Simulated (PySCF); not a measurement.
F$_{2}$ (SMILES FF), singlet, at a GFN2-xTB geometry, atoms displaced at random by about 0.03 Å a coordinate; TPSS/def2-TZVP, gradient (PySCF).

PySCF was given this input:
```python
from pyscf import gto, scf, dft

mol = gto.Mole()
mol.atom = '''
    F     0.008524   -0.062576   -0.704646
    F     0.022453    0.000361    0.704719
'''
mol.basis = 'def2-tzvp'
mol.charge = 0
mol.spin = 0
mol.verbose = 4
mol.build()

mf = dft.RKS(mol)
mf.xc = 'tpss'
mf.conv_tol = 1e-4
mf.kernel()
g = mf.nuc_grad_method()
grad = g.kernel()
```

**Question.** What does PySCF print? Leave out banner, timings and long lists.

**Answer.** 
```
PySCF version 2.14.0

[INPUT] verbose = 4
[INPUT] num. atoms = 2
[INPUT] num. electrons = 18
[INPUT] charge = 0
[INPUT] spin (= nelec alpha-beta = 2S) = 0
[INPUT] symmetry False subgroup None
[INPUT] Mole.unit = angstrom
[INPUT] Symbol           X                Y                Z      unit          X                Y                Z       unit  Magmom
[INPUT]  1 F      0.008524000000  -0.062576000000  -0.704646000000 AA    0.016108025486  -0.118251501971  -1.331587954770 Bohr   0.0
[INPUT]  2 F      0.022453000000   0.000361000000   0.704719000000 AA    0.042430020675   0.000682191131   1.331725904777 Bohr   0.0

nuclear repulsion = 30.3814783382278
number of shells = 22
number of NR pGTOs = 92
number of NR cGTOs = 62
basis = def2-tzvp
ecp = {}

******** <class 'pyscf.dft.rks.RKS'> ********
method = RKS
initial guess = minao
damping factor = 0
level_shift factor = 0
DIIS = <class 'pyscf.scf.diis.CDIIS'>
diis_start_cycle = 1
diis_space = 8
diis_damp = 0
SCF conv_tol = 0.0001
SCF conv_tol_grad = None
SCF max_cycles = 50
direct_scf = True
direct_scf_tol = 1e-13
XC library pyscf.dft.libxc version 7.1.2
    S. Lehtola, C. Steigemann, M. J. T. Oliveira, and M. A. L. Marques,  SoftwareX 7, 1–5 (2018)
XC functionals = tpss
    J. Tao, J. P. Perdew, V. N. Staroverov, and G. E. Scuseria,  Phys. Rev. Lett. 91, 146401 (2003)
    J. P. Perdew, J. Tao, V. N. Staroverov, and G. E. Scuseria,  J. Chem. Phys. 120, 6898 (2004)
    J. Tao, J. P. Perdew, V. N. Staroverov, and G. E. Scuseria,  Phys. Rev. Lett. 91, 146401 (2003)
    J. P. Perdew, J. Tao, V. N. Staroverov, and G. E. Scuseria,  J. Chem. Phys. 120, 6898 (2004)
radial grids:
    Treutler-Ahlrichs [JCP 102, 346 (1995); DOI:10.1063/1.469408] (M4) radial grids

becke partition: Becke, JCP 88, 2547 (1988); DOI:10.1063/1.454033
pruning grids: <function nwchem_prune>
grids dens level: 3
symmetrized grids: False
atomic radii adjust function: <function treutler_atomic_radii_adjust>
small_rho_cutoff = 0
Set gradient conv threshold to 0.01
Initial guess from minao.
tot grids = 28528
init E= -199.72244593358
  HOMO = -0.369873437567276  LUMO = -0.191189416799538  gap/eV = 4.86224
cycle= 1 E= -199.613257052554  delta_E= 0.109  |g|= 0.248  |ddm|= 1.09
  HOMO = -0.34595742126795  LUMO = -0.202187893103428  gap/eV = 3.91217
cycle= 2 E= -199.617681549634  delta_E= -0.00442  |g|= 0.133  |ddm|= 0.131
  HOMO = -0.350248457152127  LUMO = -0.200288363468715  gap/eV = 4.08062
cycle= 3 E= -199.619973197388  delta_E= -0.00229  |g|= 0.0169  |ddm|= 0.0556
  HOMO = -0.350057505017252  LUMO = -0.19967497188518  gap/eV = 4.09212
cycle= 4 E= -199.620011188934  delta_E= -3.8e-05  |g|= 0.000289  |ddm|= 0.00638
  HOMO = -0.350162918508401  LUMO = -0.199801148242038  gap/eV = 4.09155
Extra cycle  E= -199.620011188854  delta_E= 8e-11  |g|= 0.0003  |ddm|= 0.000256
converged SCF energy = -199.620011188854

******** <class 'pyscf.grad.rks.Gradients'> for <class 'pyscf.dft.rks.RKS'> ********
unit = Eh/Bohr
grid_response = False
--------------- RKS gradients ---------------
         x                y                z
0 F     0.0000314142     0.0001371674     0.0029772650
1 F    -0.0000314142    -0.0001371674    -0.0029772650
----------------------------------------------
```
